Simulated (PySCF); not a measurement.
BrF2In. Atoms are numbered in the order given.

```xyz
4

In     0.0000     0.0000    -0.6620
F      0.0000    -1.6654    -1.7006
F      0.0000     1.6654    -1.7006
Br     0.0000     0.0000     1.8014
```

Geometry: PBE-D3(BJ)/def2-SVP. The def2 effective core potentials stand for the cores of In; spin–orbit coupling is left out.

Method: PBE/def2-TZVPD in PySCF.

Mulliken values depend strongly on the basis, most of all with diffuse functions as here. ESP charges are fitted to the potential on shells at 1.4 to 2.0 van der Waals radii. Atomic charges (e):

| atom | Mulliken | ESP fit |
|---|---|---|
| In1 | 1.28 | 0.95 |
| F2 | -0.48 | -0.38 |
| F3 | -0.48 | -0.38 |
| Br4 | -0.32 | -0.19 |
